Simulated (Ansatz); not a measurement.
Isolated molecules relaxed with PBE0-D4/def2-TZVP in Ansatz; ΔE leaves out vibrations. CBS: MP2 limit from def2 TZ/QZ plus the TZ coupled-cluster correction, frozen cores. Functionals use def2-TZVPP. B3LYP here is the variant with VWN-RPA as its local correlation; programs differ in this. One conformer a species, not always the lowest.

`CS[SiH](O)F` + `[CH3][Al]([CH3])[Cl]` → `[CH3][Al]([Cl])[SiH](O)F` + `CSC`  (formal exchange of groups at the Si–S bond)

`CS[SiH](O)F`:

Cartesian coordinates in Å:
```
C -1.613 0.811 0.245
S -0.891 -0.860 0.217
Si 1.073 -0.388 -0.393
O 2.026 -1.685 -0.165
F 1.566 0.868 0.463
H -2.642 0.696 0.583
H -1.617 1.252 -0.751
H -1.075 1.454 0.938
H 1.207 0.006 -1.807
H 1.965 -2.154 0.669
```

`[CH3][Al]([CH3])[Cl]`:

```xyz
10

C    -1.666   -0.309    0.469
Al   -0.022    0.605   -0.014
C     1.666   -0.250   -0.451
Cl   -0.049    2.718   -0.074
H    -2.488    0.383    0.661
H    -1.977   -0.994   -0.326
H    -1.520   -0.920    1.366
H     1.990    0.027   -1.459
H     1.609   -1.340   -0.401
H     2.456    0.081    0.230
```

`[CH3][Al]([Cl])[SiH](O)F`:

```xyz
11

C    -1.381    1.515    0.430
Al   -0.552    0.273   -0.814
Cl   -1.065    0.414   -2.855
Si    1.128   -1.452   -0.248
O     2.273   -0.922    0.806
F     0.319   -2.678    0.413
H    -2.366    1.835    0.082
H    -0.764    2.415    0.528
H    -1.489    1.086    1.431
H     1.908   -2.011   -1.379
H     1.990   -0.476    1.606
```

`CSC`:

```xyz
9

C    -0.454   -0.966   -0.858
S     1.094   -0.175   -0.409
C     0.491    0.960    0.844
H    -0.896   -1.483   -0.004
H    -0.228   -1.699   -1.633
H    -1.167   -0.242   -1.258
H     0.039    0.422    1.680
H     1.351    1.520    1.213
H    -0.232    1.663    0.426
```

Question: Is it downhill or uphill in electronic energy at CCSD(T)/CBS, and by how much? (Estimate.)

Answer: Ansatz gave: Uphill: ΔE = +1.39 eV.

Question: What do these levels give: PBE-D4, PBE0-D4, B3LYP-D4, ωB97X-V, ωB97M-V, B2PLYP, HF/def2-TZVPP, SCS-MP2/def2-TZVPP, CCSD/def2-TZVPP, CCSD(T)/def2-TZVPP, MP2/def2-QZVPP, SCS-MP2/def2-QZVPP? (Estimate.)

Answer: Ansatz gave: PBE-D4 1.24, PBE0-D4 1.31, B3LYP-D4 1.34, ωB97X-V 1.34, ωB97M-V 1.45, B2PLYP 1.37, HF/def2-TZVPP 1.37, SCS-MP2/def2-TZVPP 1.40, CCSD/def2-TZVPP 1.37, CCSD(T)/def2-TZVPP 1.37, MP2/def2-QZVPP 1.48, SCS-MP2/def2-QZVPP 1.41 eV.

Largest T1 diagnostic among the species: 0.011.

From PBE to PBE0 (25 % exact exchange), in def2-TZVPP and without D4, ΔE moves by +0.07 eV.
